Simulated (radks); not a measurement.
Values are calculated unless marked as measured or tabulated.
Trend from C3+ to Pb3+: ionisation energy by Delta-SCF between NIST ground configurations, and size. Level of theory: Dirac Kohn-Sham, BLYP, spin-unpolarised, spherical densities, finite nucleus; Fermi nuclear charge, rms radius of each element as measured or else 0.836 A^(1/3) + 0.57 fm (a radial shooting solver on a logarithmic mesh with Libxc functionals).

species	configuration	IE (eV)	NIST (eV)	kind	outermost	<r> outermost (bohr)	r at 0.001 e/bohr^3 (bohr)
C3+	[He] 2s1	64.136	64.494	exp.	2s1/2	1.28	2.47
Si3+	[Ne] 3s1	45.466	45.142	exp.	3s1/2	1.84	3.03
Ge3+	[Ar] 3d10 4s1	46.658	45.716	exp.	4s1/2	1.85	3.05
Sn3+	[Kr] 4d10 5s1	41.372	40.74	exp.	5s1/2	2.13	3.33
Pb3+	[Xe] 4f14 5d10 6s1	42.828	42.333	exp.	6s1/2	2.10	3.40

Reference values: NIST Atomic Spectra Database (exp. = measured, semi-emp. = semi-empirical, theory = theoretical value adopted there). Spin polarisation and multiplet splitting are left out, so open shells lie too high by an amount that depends on their filling.

Beside tabulated values, note that spin-unpolarised runs miss the spin-polarisation part of the exchange energy of open shells.
